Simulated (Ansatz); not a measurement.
Species: sum formula SiAsH₄, charge 0, multiplicity 2. It need not be the lowest isomer of its formula. SMILES: [AsH2][SiH2]
Coordinates optimised at B3LYP-D3(BJ)/def2-TZVP (Ansatz, a program for electronic structure):
```xyz
6

Si    -1.5362     0.2922    -0.4070
As     0.7188    -0.1301     0.2069
H     -1.7894     1.7563    -0.2977
H     -2.4281    -0.4012     0.5642
H      1.2961     0.4154    -1.0938
H      0.7093    -1.5668    -0.3019
```
Charge 0, spin multiplicity 2.

Computed values are from Ansatz. Cores are frozen in the correlated levels unless marked. UHF or UKS for open shells. Spin-orbit coupling is left out. The frozen core is the preceding noble-gas configuration, with the filled d and f shells of earlier blocks. Non-relativistic. Basis-set limits of correlation are two-point, X^-3; Hartree-Fock from the larger set. [CCSD(T)-MP2]/basis is that difference in the basis named.

```json
{
  "atomisation energy De": "342.2 kcal/mol at RI-MP2/CBS(def2-TZVPPD,def2-QZVPPD)+[CCSD(T)-MP2]/def2-TZVPPD",
  "vertical electron affinity (to the singlet; negative means unbound)": "1.26 eV at RI-MP2/CBS(def2-TZVPPD,def2-QZVPPD)+[CCSD(T)-MP2]/def2-TZVPPD",
  "total_energy": "-2525.8251 Eh at RI-MP2/CBS(def2-TZVPPD,def2-QZVPPD)+[CCSD(T)-MP2]/def2-TZVPPD",
  "dipole_moment": "0.38 D at CCSD(T)/def2-SVPD",
  "T1 diagnostic": "0.018 at CCSD/def2-TZVPPD"
}
```
